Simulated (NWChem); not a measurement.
# Si2H2F4; SMILES F[SiH](F)[SiH](F)F

```xyz
8

Si    -1.1125     0.3805     0.0029
F     -1.8516    -0.2448     1.3181
F     -1.8489    -0.2378    -1.3171
Si     1.1125    -0.3805     0.0029
F      1.8489     0.2378    -1.3171
F      1.8516     0.2448     1.3181
H     -1.3048     1.8647     0.0068
H      1.3048    -1.8647     0.0068
```
Atoms are numbered in this order, from 1.

Level: PBE-D3(BJ)/def2-SVP (NWChem), optimised geometry, unscaled harmonic frequencies. 

Task: List the harmonic frequencies with IR intensities, and the thermochemistry.

Result: 
| frequency (cm⁻¹) | IR intensity (km/mol) |
|---|---|
| 33 | 1.2 |
| 75 | 2.3 |
| 148 | 27.7 |
| 191 | 0.0 |
| 199 | 0.0 |
| 297 | 34.6 |
| 330 | 0.0 |
| 478 | 0.0 |
| 738 | 372.9 |
| 780 | 25.1 |
| 789 | 0.0 |
| 791 | 0.0 |
| 824 | 175.4 |
| 894 | 0.0 |
| 930 | 0.0 |
| 935 | 286.3 |
| 2201 | 222.8 |
| 2204 | 0.0 |

```yaml
zero_point_energy: 18.3 kcal/mol
thermal correction to the enthalpy at 298.15 K (with zero-point energy): 23.9 kcal/mol
heat capacity Cv: 24.9 cal/(mol K)
entropy at 298.15 K and 1 atm (symmetry number 2): 89.3 cal/(mol K)
dipole_moment: 0.01 D
```

Rigid rotor and harmonic oscillator; modes under 100 cm⁻¹ make the entropy uncertain.
